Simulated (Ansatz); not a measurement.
Mulliken charges of B₂H₆OSi, SMILES `BOB[SiH3]` from ωB97M-V/def2-TZVPP in Ansatz (PBE0-D4/def2-TZVP geometry).

```
atom   x (Å)   y (Å)   z (Å)  charge (e)
  B1  -0.805   1.660  -1.422       0.012
  O2  -0.625   0.853  -0.333      -0.270
  B3   0.293  -0.159  -0.256       0.130
 Si4   0.447  -1.279   1.427       0.021
  H5  -0.123   1.500  -2.395       0.059
  H6  -1.649   2.503  -1.347       0.077
  H7   0.998  -0.358  -1.212       0.056
  H8   0.221  -2.712   1.082      -0.029
  H9  -0.509  -0.889   2.498      -0.027
 H10   1.835  -1.169   1.961      -0.029
```

Q: By hand: the dipole of these point charges (1 e Å = 4.8032 D).

A: Σ q r = (0.082, 0.140, -0.399) e Å, of length 0.431 e Å = 2.07 D.

Q: How does the dipole of the full density compare? (Estimate.)

A: Computed: (0.020, 0.056, -0.135) e Å, 0.71 D; the point charges give 2.92 times that, at 4° from its direction.

Point charges leave out the atoms' own dipoles, such as those of lone pairs, and Mulliken's split depends on the basis, so the two needn't agree.
